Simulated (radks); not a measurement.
The platinum anion Pt2-, [Hg], held by a Watson sphere: a shell of charge +2 at radius R that stands for the Madelung well of a crystal (potential energy -2/R inside, -2/r outside, in hartree with lengths in bohr). All-electron calculation, scalar-relativistic Kohn-Sham, LDA (Slater exchange, VWN5 correlation), spin-polarised, spherical densities, finite nucleus; Fermi nuclear charge, rms radius of each element as measured or else 0.836 A^(1/3) + 0.57 fm. Program: a radial shooting solver on a logarithmic mesh with Libxc functionals.

R (bohr)  e(5p) (eV)  e(6s) (eV)  e(5d) (eV)  <r> 5d (bohr)  sum of <r^2> (bohr^2)  X-ray form factor at sin(theta)/lambda = 0.1 1/angstrom
3.91         -53.388      -5.493      -4.094          1.888                  90.08                                                   74.706
4.28         -52.947      -4.987      -3.588          1.905                  93.33                                                   74.626
4.71         -52.488      -4.452      -3.074          1.921                  97.05                                                   74.549
5.71         -51.627      -3.437      -2.138          1.953                  105.8                                                   74.422
6.57         -51.083      -2.784      -1.560          1.979                  114.0                                                   74.356

Estimate the row for R = 3.72 bohr.

Answer. e(5p) (eV) -53.632; e(6s) (eV) -5.768; e(5d) (eV) -4.379; <r> 5d (bohr) 1.879; sum of <r^2> (bohr^2) 88.39; X-ray form factor at sin(theta)/lambda = 0.1 1/angstrom 74.753.
